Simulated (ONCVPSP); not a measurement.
# Pseudopotential generation for molybdenum (Mo): ONCV, PBEsol, fully relativistic.

molybdenum, optimised norm-conserving Vanderbilt (ONCV), made with ONCVPSP 4.0.1 (PBEsol, fully relativistic). Core [Ar] 3d10 4s2, reference 4p6 4d4 5s2. Waves: 5s: rc 2.20 bohr, ncon 4, nbas 9, qcut 2.5 1/bohr, 2 projectors, debl 1.2 Ha; 4p: rc 1.70 bohr, ncon 4, nbas 7, qcut 7.1 1/bohr, 3 projectors, debl 1.3 Ha; 4d: rc 2.25 bohr, ncon 4, nbas 9, qcut 7.9 1/bohr, 2 projectors, debl 1.8 Ha. Local part: polynomial inside 1.50 bohr (lpopt 3, dvloc0 0 Ha). Core correction: Teter function, fcfact 3, rcfact 1.65.

Open shells are filled in proportion to 2j + 1.

All-electron outer shells of the reference configuration (PBEsol, scalar-relativistic, ld1.x):

```csv
shell,level (eV),outermost node (bohr),outermost maximum (bohr)
4s,-67.04,0.51,0.99
4p,-41.05,0.52,1.06
4d,-5.66,0.53,1.37
5s,-4.91,1.33,2.86
```

Does the generator finish with these settings?

No. ONCVPSP 4.0.1 stopped with "optimize: ERROR ps0norm > uunorm, code will stop": the continuity conditions at rc already need more norm inside rc than the all-electron wave has, so norm conservation cannot be met. It happened in the s channel.
